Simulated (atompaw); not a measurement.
u(r) = r·R(r): atom against pseudo-atom (Zr (Z = 40))

Columns: radius, all-electron u(r) and pseudo u(r) of the 4d shell (level -3.60 eV) of zirconium in the configuration [Ar] 3d10 4s2 4p6 4d2 5s2 5p0; PBE, scalar-relativistic, PAW (atompaw) scheme, atompaw 4.2.0.5.

```json
{"r (bohr)": "0.115", "all-electron": "-0.1231", "pseudo": "0.0001"}
{"r (bohr)": "0.231", "all-electron": "-0.2830", "pseudo": "0.0008"}
{"r (bohr)": "0.346", "all-electron": "-0.2819", "pseudo": "0.0026"}
{"r (bohr)": "0.462", "all-electron": "-0.1658", "pseudo": "0.0062"}
{"r (bohr)": "0.577", "all-electron": "-0.0059", "pseudo": "0.0120"}
{"r (bohr)": "0.692", "all-electron": "0.1569", "pseudo": "0.0207"}
{"r (bohr)": "0.808", "all-electron": "0.3036", "pseudo": "0.0327"}
{"r (bohr)": "0.923", "all-electron": "0.4242", "pseudo": "0.0484"}
{"r (bohr)": "1.038", "all-electron": "0.5185", "pseudo": "0.0681"}
{"r (bohr)": "1.154", "all-electron": "0.5885", "pseudo": "0.0924"}
{"r (bohr)": "1.269", "all-electron": "0.6360", "pseudo": "0.1210"}
{"r (bohr)": "1.385", "all-electron": "0.6654", "pseudo": "0.1543"}
{"r (bohr)": "1.500", "all-electron": "0.6799", "pseudo": "0.1915"}
{"r (bohr)": "1.615", "all-electron": "0.6831", "pseudo": "0.2321"}
{"r (bohr)": "1.731", "all-electron": "0.6777", "pseudo": "0.2758"}
{"r (bohr)": "1.846", "all-electron": "0.6660", "pseudo": "0.3204"}
{"r (bohr)": "1.962", "all-electron": "0.6496", "pseudo": "0.3650"}
{"r (bohr)": "2.077", "all-electron": "0.6303", "pseudo": "0.4068"}
{"r (bohr)": "2.192", "all-electron": "0.6089", "pseudo": "0.4438"}
{"r (bohr)": "2.308", "all-electron": "0.5862", "pseudo": "0.4737"}
{"r (bohr)": "2.423", "all-electron": "0.5630", "pseudo": "0.4940"}
{"r (bohr)": "2.538", "all-electron": "0.5397", "pseudo": "0.5033"}
{"r (bohr)": "2.654", "all-electron": "0.5163", "pseudo": "0.5014"}
{"r (bohr)": "2.769", "all-electron": "0.4935", "pseudo": "0.4895"}
{"r (bohr)": "2.885", "all-electron": "0.4710", "pseudo": "0.4706"}
{"r (bohr)": "3.000", "all-electron": "0.4492", "pseudo": "0.4492"}
```

Task: How many radial nodes do the two functions have?

Result: The all-electron 4d function has n − l − 1 = 1; the pseudo-wave has 0, since the states of the same l below it are removed with the core.

Task: Is the pseudo-wave norm-conserving?

Result: No, it belongs to a PAW set: the norm inside the radius is not constrained, and the difference is carried by the augmentation charge.
